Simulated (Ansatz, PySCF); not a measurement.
cyanomethylboronic acid (C2H4BNO2), SMILES N#CCB(O)O. Atoms are numbered in the order given.

```xyz
10

N      2.4230     0.9165    -0.1859
C      1.6376     0.0778    -0.0264
C      0.5553    -0.8764     0.1568
B     -0.8810    -0.1726     0.0407
O     -1.0370     1.1541    -0.1972
O     -1.9651    -0.9719     0.1931
H      0.6262    -1.6808    -0.5947
H      0.6409    -1.3635     1.1429
H     -0.2062     1.6416    -0.2920
H     -2.7961    -0.4840     0.1117
```
Charge 0, spin multiplicity 1.

Geometry optimised at B3LYP-D3(BJ)/def2-SVP. One conformer was computed; it need not be the lowest.

Two levels are set side by side: PBE-D3(BJ)/def2-SVP (Ansatz, a quantum-chemistry and plane-wave program) and B3LYP-D3(BJ)/def2-SVP (Ansatz). Each level has its own optimised geometry; the coordinates shown are those of the second. Frequencies come from the Hessian of PySCF at each geometry. Differences are taken from unrounded values.

```csv
quantity,B3LYP-D3(BJ),PBE-D3(BJ),PBE-D3(BJ) minus B3LYP-D3(BJ)
mean bond length (Å),1.230,1.238,0.007
bond N1–C2 (Å),1.160,1.173,0.013
bond C2–C3 (Å),1.455,1.453,-0.002
bond C3–B4 (Å),1.604,1.609,0.006
bond B4–O5 (Å),1.357,1.365,0.008
bond B4–O6 (Å),1.356,1.364,0.008
bond C3–H7 (Å),1.103,1.111,0.008
bond C3–H8 (Å),1.103,1.111,0.008
bond O5–H9 (Å),0.968,0.978,0.010
bond O6–H10 (Å),0.967,0.976,0.009
highest harmonic wavenumber (cm⁻¹),3833,3724,-109
mean harmonic wavenumber (cm⁻¹),1290,1254,-36
zero-point energy (kcal/mol),44.26,43.03,-1.23
```

GGA bonds tend to be longer and softer than those of functionals with exact exchange. Differences between two approximate levels are no errors against the true value.
